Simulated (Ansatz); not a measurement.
A CCSD(T) single point on C2H8FNSi, SMILES `FCNC[SiH3]`.

```yaml
crystal:
  periodic: [false, false, false]
  atoms:
    - {symbol: F, position_ang: [-1.366697, 1.836110, 1.434538]}
    - {symbol: C, position_ang: [-0.001841, 1.508031, 1.332299]}
    - {symbol: N, position_ang: [0.227878, 0.242348, 0.779325]}
    - {symbol: C, position_ang: [-0.217870, 0.040684, -0.590183]}
    - {symbol: Si, position_ang: [0.314097, -1.647062, -1.236246]}
    - {symbol: H, position_ang: [0.444783, 2.281038, 0.701725]}
    - {symbol: H, position_ang: [0.400888, 1.555376, 2.346083]}
    - {symbol: H, position_ang: [-0.077421, -0.498023, 1.396286]}
    - {symbol: H, position_ang: [0.254461, 0.801274, -1.222762]}
    - {symbol: H, position_ang: [-1.302840, 0.165287, -0.715464]}
    - {symbol: H, position_ang: [-0.287822, -1.884378, -2.574857]}
    - {symbol: H, position_ang: [-0.160938, -2.703547, -0.299824]}
    - {symbol: H, position_ang: [1.793722, -1.731936, -1.336121]}
basis:
  gaussian: {orbitals: def2-SVP}
correlation: {method: ccsd_t}
```

```sh
$ ansatz run in.yaml --threads 4 --pin off --events-out ev --progress --plain --max-ram 10444MiB
```

The program prints (abridged):

```
Functional definition: HF
1143 factors; integrals over basis functions are off by at most 1.4e-3 eV
mean field evaluation 1: about -14226.8260 eV, gradient 3.1e1 eV
mean field evaluation 2: about -14226.9382 eV, gradient 3.1e1 eV
mean field evaluation 4: about -14229.5466 eV, gradient 3.8e0 eV
mean field evaluation 8: about -14229.5921 eV, gradient 1.9e-1 eV
mean field -14229.59226883 eV, -522.9278707155 hartree, gradient 1.7e-6 eV, S^2 0.000000; 0 other end points of the search recorded, 0 dependent functions left out
9 core orbitals not correlated: weight in the atoms' cores, before any rotation towards them, 1.000 or more for the frozen orbitals, at most 0.000 for the correlated occupied ones
reference -14229.59226883 eV, -522.9278707155 hartree; 16, 16 occupied and 89, 89 virtual orbitals, 1143 factors
second order -20.05619290 eV of doubles, -0.00000000 eV of singles
cycle   1  -21.00830221 eV  change   -9.5e-1 eV  update   9.6e-2
cycle   2  -21.56281436 eV  change   -5.5e-1 eV  update   2.8e-2
cycle   3  -21.67104052 eV  change   -1.1e-1 eV  update   1.3e-2
cycle   4  -21.66781895 eV  change    3.2e-3 eV  update   3.0e-3
cycle   5  -21.66730012 eV  change    5.2e-4 eV  update   1.1e-3
cycle   6  -21.66732091 eV  change   -2.1e-5 eV  update   3.5e-4
cycle   7  -21.66712274 eV  change    2.0e-4 eV  update   1.2e-4
cycle   8  -21.66707062 eV  change    5.2e-5 eV  update   4.3e-5
cycle   9  -21.66708083 eV  change   -1.0e-5 eV  update   1.7e-5
perturbative correction -0.53926970 eV, -0.0198177960 hartree
Total energy: -14251.79861936 eV, -523.7439390455 hartree
```

It took 14 s on 4 threads of a server CPU on a shared host, with 0.62 GiB of host memory at the peak.

The correlation energy is -22.206 eV, 2.4 % of it from (T); the T1 diagnostic reads 0.0103.
